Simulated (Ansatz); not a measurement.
MoAu4⁻, relaxed as a doublet with UKS r2SCAN-D4/def2-SVPD in Ansatz, starting from the GFN2-xTB geometry. Force threshold 0.02 eV/Å.

In the def2 sets Au, Mo take a core potential; there is no spin–orbit coupling. The charge -1 doublet is spin-contaminated (final ⟨S²⟩ up to 1.75, 0.75 for a pure state). The relaxation made no stability test and no search for a lower SCF solution. No other spin state of charge -1 was run. The structure comes from a short search, and lower isomers may exist.

Start:

```xyz
5

Mo   -0.397    0.390    0.182
Au    1.113    1.628    1.393
Au    1.118   -1.320   -0.479
Au   -0.940    1.094   -1.937
Au   -0.893   -1.792    0.840
```

Estimate the energy that the relaxation releases and the steps that it takes.

219.6 kJ/mol, in 8 steps; 95 s on 4 threads of Arm Neoverse V2 on a shared host. The force fell under the threshold at step 7, but the optimiser went on. No frequencies were taken in this run, so the end may be a saddle point.

Does the start keep its bonding and symmetry?

By distances, no bond broke or formed, bridged metal pairs apart. The bond that changes most is Au3–Au5, from 2.45 to 3.37 Å (atoms count from 1). Metal–metal contacts that move far: Au3–Au5 2.45 to 3.37 Å. The end is the same structure that another start reached, the lowest one found. Point group Cs at the start, C2v at the end, both within 0.05 Å.

Predict the relaxed structure.


Cartesian coordinates in Å:
```
Mo -0.0034 0.0244 -0.0018
Au 0.7773 2.0748 1.2637
Au 1.5682 -1.8439 -0.6715
Au -1.0457 1.6009 -1.6881
Au -1.2964 -1.8562 1.0978
```
Bond lengths (bridged metal pairs left out): 4 × Au–Mo 2.53 Å.
